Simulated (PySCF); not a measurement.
TiF₃, SMILES [Ti]([F])([F])[F] (connectivity only; charge and spin as stated), neutral, multiplicity 2. Geometry: B3LYP-D3(BJ)/def2-SVP. The multiplicity is an assumed one; other spin states were not compared. The isomer is the one that the SMILES or the coordinates give; other isomers of the formula were not compared.

Calculation: B3LYP-D3(BJ)/def2-SVP run with PySCF.

Harmonic wavenumbers (cm⁻¹): 93, 184, 184, 684, 806, 806. Rotational constants (GHz): 5.718, 5.718, 2.859; symmetry number 6.

Task: Work out the zero-point energy and the ideal-gas rigid-rotor harmonic-oscillator thermochemistry at 298.15 K and 1 atm.

Result: ZPE = ½ Σ hcν = ½ × 2758 cm⁻¹ = 16.50 kJ/mol. H − E(el) = 32.17 kJ/mol. Entropy in J/(mol K): translation 166.77, rotation 92.40, vibration 37.24, spin 5.76, total 302.17. G − E(el) = -57.92 kJ/mol. Cp = 65.96 J/(mol K). Modes under 150 cm⁻¹ make the vibrational entropy uncertain.
